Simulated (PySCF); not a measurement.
# Frontier orbitals and the lowest excitations

Compound: C2H8N2Si2.
SMILES with atom numbers: `[N:1]#[C:2][SiH2:3][NH:4][CH2:5][SiH3:6]` (hydrogens: H7, H8 on Si3; H9 on N4; H10, H11 on C5; H12, H13, H14 on Si6)

Geometry (GFN2-xTB, Å), atoms numbered from 1 in this order:
```
atom  x, y, z in Å
N1     3.496   -1.943    0.123
C2     2.902   -0.964    0.079
Si3    1.864    0.600   -0.021
N4     0.318    0.347   -0.710
C5    -0.736   -0.454   -0.112
Si6   -2.455    0.223   -0.592
H7     1.680    1.025    1.367
H8     2.567    1.517   -0.912
H9     0.216    0.412   -1.711
H10   -0.603   -0.424    0.970
H11   -0.636   -1.508   -0.404
H12   -2.553    1.616   -0.160
H13   -2.578    0.154   -2.052
H14   -3.481   -0.602    0.043
```

Theory: TDDFT PBE0/def2-SVPD, vertical, gas phase, core orbitals frozen in the response (PySCF 2.14.0, density-fitted response routines).

Frontier orbitals with the atoms that hold most of them (Löwdin shares over 4%, at most four atoms; ? is withheld):

| orbital | ε (eV) | atoms |
| --- | --- | --- |
| LUMO+2 | 0.21 | Si6 29%, Si3 12%, C5 8%, C2 8% |
| LUMO+1 | -0.18 | N1 29%, C2 29%, Si3 24%, H7 7% |
| LUMO | ? | Si3 26%, C2 20%, N1 18%, N4 7% |
| HOMO | -7.36 | ? |
| HOMO-1 | -9.58 | ? |
| HOMO-2 | -9.70 | N1 40%, C2 32%, Si3 11%, H7 9% |
| HOMO-3 | -9.93 | N1 23%, Si6 21%, C2 17%, H13 17% |

Problem. Give the leading atoms of the HOMO-1.

Solution. C5 (bonded to N, Si and 2 H) 23%; Si6 (bonded to C and 3 H) 16%; N4 (bonded to C, Si and H) 14%; Si3 (bonded to C, N and 2 H) 9%. By element: silicon 24%, carbon 23% or more, nitrogen 14% or more.

Problem. Give the leading atoms of the HOMO.

Solution. N4 (bonded to C, Si and H) 52%; C5 (bonded to N, Si and 2 H) 16%; Si6 (bonded to C and 3 H) 7%; Si3 (bonded to C, N and 2 H) 7%. By element: nitrogen 52% or more, carbon 16% or more, silicon 14%.

Problem. What is the LUMO energy, and the HOMO–LUMO gap?

Solution. ε(LUMO) = -0.79 eV; the gap is 6.57 eV (0.2414 hartree).

Problem. How does S1 compare with the orbital gap of 6.57 eV?

Solution. S1 is at 5.31 eV (f = 0.023), 1.26 eV below the gap, made of HOMO→LUMO (98%). 

Problem. One configuration dominates each of S1 and S2. Which, and how do the shares of the two leading atoms of either orbital change from the occupied to the empty one?

Solution. 
- S1 (5.31 eV, f 0.023), HOMO→LUMO (98%): N4 52% → 7%, C5 16% → at most 7%, Si3 7% → 26%, C2 at most 7% → 20%
- S2 (5.97 eV, f 0.014), HOMO→LUMO+1 (98%): N4 52% → at most 7%, C5 16% → at most 7%, N1 at most 7% → 29%, C2 at most 7% → 29%

Löwdin shares depend on the basis, the more so with diffuse functions.

One conformer stands for the species.
